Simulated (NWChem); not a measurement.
**Correlation energy of iminoborane (H$_{2}$BN)**

```xyz
4

B      0.0000     0.0000    -0.7011
N      0.0000     0.0000     0.5488
H      0.0000     0.0000    -1.8910
H      0.0000     0.0000     1.5544
```
Charge 0, spin multiplicity 1.

The numbers come from NWChem runs, not from measurements. All single points use one geometry, from PBE/def2-SVP, a minimum by its harmonic frequencies.

Basis set: 6-31G*. Each correlation energy counts from its own Hartree-Fock reference.

The correlated methods keep 2 core orbitals frozen. The Pople sets run with spherical d functions. No row is a measurement; the coupled-cluster row has its own basis-set and correlation limits.

| method | correlation energy (mHa) |
|---|---|
| MP2 | … |
| SCS-MP2 | … |
| CR-CCSD[T] | -263.2 |
| CR-CCSD(T) | … |
| CCSD | … |
| CCSD+T(CCSD) | -265.0 |
| CCSD(T) | -264.0 |
| CCSDT | -264.6 |

Complete the blanks.


- MP2, correlation energy (mHa): -240.4
- SCS-MP2, correlation energy (mHa): -237.4
- CR-CCSD(T), correlation energy (mHa): -262.4
- CCSD, correlation energy (mHa): -254.9
